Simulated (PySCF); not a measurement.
## Dipole moment and polarisability of `C#CC/P=C(/C)F`

Compound: C₅H₆FP.
Structure used (GFN2-xTB), in Å, numbered top down from 1:
```
atom  x, y, z in Å
C1    -2.562    0.863    1.005
C2    -2.136    0.177    0.121
C3    -1.569   -0.618   -0.941
P4    -0.004    0.191   -1.604
C5     1.069   -0.162   -0.359
C6     2.497    0.250   -0.328
F7     0.701   -0.883    0.728
H8    -2.962    1.442    1.782
H9    -1.331   -1.621   -0.577
H10   -2.280   -0.694   -1.771
H11    3.144   -0.627   -0.275
H12    2.692    0.858    0.557
H13    2.735    0.823   -1.220
```

Level: PBE0/def2-SVPD (PySCF), static field, nuclei fixed, core orbitals frozen in the response. The polarisability tensor in these axes (au):

```
x   105.53  -3.89  -2.02
y    -3.89  68.11   4.61
z    -2.02   4.61  85.27
```

What are the eigenvalues, a third of the trace, and Δα (Δα² = ½Σ(αi − αj)² over the three pairs)?

Principal values 66.67, 86.01 and 106.23 au; mean 86.30 au = 12.79 Å³ = 14.23 × 10⁻⁴⁰ C²·m²/J; Δα = 34.26 au (40 % of the mean).

What is the dipole moment, and where does it point?

(1.13, -0.16, -0.23) D, 1.16 D in size, pointing from the negative to the positive side. Measured along this direction, the outermost atoms are H8 at the negative end and H11 at the positive end.

What depolarisation ratio follows for Rayleigh scattering of linearly polarised light, taking the static tensor?

ρ = 3Δα²/(45ᾱ² + 4Δα²) = 3522.0/(335161 + 4696.0) = 0.0104.

Give the eigenvalues of the traceless quadrupole moment Θ = ½Σq(3rr − r²1), origin at the centre of nuclear charge.

-7.92, 2.02, 5.91 D·Å. The values depend on the origin, since the dipole doesn't vanish. The electronic extent ⟨r²⟩ about the same centre is 991 bohr², a root-mean-square distance of 2.15 Å for the 60 electrons.

Molar refractivity from α?

Lorentz–Lorenz: R = (4π/3)N_A α = 2.5225 cm³/(mol·Å³) × 12.79 Å³ = 32.3 cm³/mol, in the limit of long wavelengths.

How large is μ²/3kT at 273 K beside α?

In Gaussian units μ²/3kT = 11.91 Å³ against 12.79 Å³, a ratio of 0.93; the Debye molar polarisation (4π/3)N_A(α + μ²/3kT) is 62.3 cm³/mol, leaving out the vibrational part.

Find the Langevin capture rate constant for NO+ (29.998 u) meeting this molecule (116.019 u), k = 2.342 × 10⁻⁹ cm³/s × √(α in Å³ / reduced mass in u).

The reduced mass is 23.84 u, so k = 1.72 × 10⁻⁹ cm³/s. The formula leaves out the permanent dipole, which adds to the capture rate.

One conformer (not necessarily the lowest) at the GFN2-xTB geometry, without solvent, vibrations or thermal averaging.
